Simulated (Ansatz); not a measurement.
The lowest singlet and triplet of SiH2 (SMILES [SiH2]); geometries from B3LYP-D3(BJ)/def2-TZVP, each state relaxed from the structure named, with no frequency check.
Singlet (charge 0, multiplicity 1):
```xyz
3

Si    -0.0004     0.1329     0.0000
H     -1.0880    -0.9336     0.0000
H      1.0942    -0.9264     0.0000
```

A positive gap puts the triplet lower; no zero-point energy. U- takes an unrestricted singlet (broken symmetry where lower, unprojected). The triplet is unrestricted in single-reference levels. Active spaces average the two states.

Cores are frozen in the correlated methods.

The values were computed with Ansatz (a program for electronic structure). 

Q: Estimate the gap E(singlet) − E(triplet), vertical, at the singlet's geometry that SC-NEVPT2 on SA-CASSCF(6,6)/cc-pV(D+d)Z returns for this input.

A: -1.17 eV

Q: Predict the gap E(singlet) − E(triplet), vertical, at the singlet's geometry from U-r2SCAN/def2-TZVPP (spin-contaminated).

A: -0.88 eV

Q: What is the computed gap E(singlet) − E(triplet), vertical, at the singlet's geometry (SC-NEVPT2 on SA-CASSCF(6,6)/cc-pV(T+d)Z)?

A: -1.24 eV
